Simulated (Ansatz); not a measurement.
Dimer: H2S (SMILES S) (first 3 atoms) with CH2O2 (SMILES O=CO); geometry from B3LYP-D3(BJ)/def2-TZVP.
(charge 0, multiplicity 1):
```
atom    x (Å)    y (Å)    z (Å)
----  -------  -------  -------
S      0.1716   0.5064  -0.4256
H      0.0905  -0.7136   0.1382
H     -1.1555   0.5707  -0.6241
O     -0.2079  -1.3942   2.4542
C     -0.2229  -0.4617   3.2136
O     -0.1072   0.8234   2.8777
H     -0.3368  -0.5566   4.3016
H     -0.0052   0.8942   1.9015
```

Basis-set superposition error: the interaction energy with monomers in their own basis, and in the dimer's basis (counterpoise).

Run with Ansatz (a quantum-chemistry and plane-wave program). Each number belongs to the level named beside it.

```tsv
level	uncorrected (kcal/mol)	counterpoise (kcal/mol)	difference
HF/aug-cc-pV(D+d)Z	-2.60	-2.24	0.35
HF/aug-cc-pV(Q+d)Z	-2.22	-2.18	0.04
SVWN5/def2-TZVPPD	-9.83	-9.69	0.14
PBE/def2-TZVPPD	-5.61	-5.52	0.09
BLYP/def2-TZVPPD	-3.62	-3.52	0.10
revPBE/def2-TZVPPD	-3.29	-3.21	0.08
r2SCAN/def2-TZVPPD	-6.03	-5.96	0.08
PBE0/def2-TZVPPD	-5.47	-5.38	0.09
CAM-B3LYP/def2-TZVPPD	-5.07	-4.97	0.10
MP2/aug-cc-pV(D+d)Z	-6.12	-4.76	1.36
```

The error is largest for MP2/aug-cc-pV(D+d)Z (1.36 kcal/mol) and smallest for HF/aug-cc-pV(Q+d)Z (0.04 kcal/mol).
